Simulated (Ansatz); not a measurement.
Reaction (ligand exchange at the Si–F bond): `F[SiH2]O[SiH3]` + CH₃SH → `CS[SiH2]O[SiH3]` + H–F

Isolated molecules relaxed with PBE0-D4/def2-TZVP in Ansatz; ΔE leaves out vibrations. CCSD(T)/CBS is the MP2 limit (def2-TZVPP, def2-QZVPP) plus CCSD(T) − MP2 in def2-TZVPP, frozen cores. This one scheme is used for every species. Functionals use def2-TZVPP. One conformer a species, not always the lowest.

Task: Is it downhill or uphill in electronic energy at CCSD(T)/CBS, and by how much? (An estimate is asked.)

Result: The calculation gave: Uphill: ΔE = +81.5 kJ/mol.

Task: What do these levels give: ωB97M-V, B2PLYP, PBE, PBE0, CCSD/def2-TZVPP, MP2/def2-QZVPP? (An estimate is asked.)

Result: Ansatz gave: ωB97M-V 86.1, B2PLYP 95.3, PBE 78.6, PBE0 81.4, CCSD/def2-TZVPP 91.7, MP2/def2-QZVPP 79.1 kJ/mol.

Largest T1 diagnostic among the species: 0.011.

The D4 term adds −16.5 kJ/mol with B3LYP and −9.4 kJ/mol with PBE0; it sums over pairs of atoms, weighted by their polarisabilities, and B3LYP, whose exchange is more repulsive, gets the larger term. In def2-TZVPP, CCSD(T) changes the Hartree–Fock value by −32.5 kJ/mol (the triples alone add −6.1 kJ/mol) and MP2 by −37.6 kJ/mol.

B3LYP here is the variant with VWN-RPA as its local correlation; programs differ in this.
